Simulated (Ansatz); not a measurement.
`COB(C)[SeH]` → `[CH2]` (triplet) + `CB(O)[SeH]`  (formal loss of a carbene)

Program: Ansatz. Geometries: PBE0-D4/def2-TZVP. ΔE: electronic, gas phase. CBS: MP2 limit from def2 TZ/QZ plus the TZ coupled-cluster correction, frozen cores. This one scheme is used for every species. DFT in def2-TZVPP. Triplets are unrestricted, without spin–orbit coupling. For Se outer-core shells are correlated without core-valence functions, which leaves a few kJ/mol of doubt a bond. Scalar relativity is left out up to krypton. Each species was taken in one conformer, which may not be the lowest.

Q: Is it downhill or uphill in electronic energy at CCSD(T)/CBS, and by how much? (An estimate is asked.)

A: Ansatz gave: Uphill: ΔE = +390.0 kJ/mol.

Q: What do these levels give: ωB97X-V, B2PLYP, r2SCAN, SCS-MP2/def2-TZVPP, SCS-MP2/def2-QZVPP, CCSD/CBS(def2)? (Best estimate.)

A: Computed: ωB97X-V 402.8, B2PLYP 381.2, r2SCAN 365.8, SCS-MP2/def2-TZVPP 392.9, SCS-MP2/def2-QZVPP 400.0, CCSD/CBS(def2) 378.3 kJ/mol.

Largest T1 diagnostic among the species: 0.011.

The D4 term adds +11.6 kJ/mol with B3LYP and +6.3 kJ/mol with PBE0; it sums over pairs of atoms, weighted by their polarisabilities, and B3LYP, whose exchange is more repulsive, gets the larger term. In def2-TZVPP, CCSD(T) changes the Hartree–Fock value by +132.9 kJ/mol (the triples alone add +11.7 kJ/mol) and MP2 by +142.2 kJ/mol.

B3LYP here is the variant with VWN-RPA as its local correlation; programs differ in this.
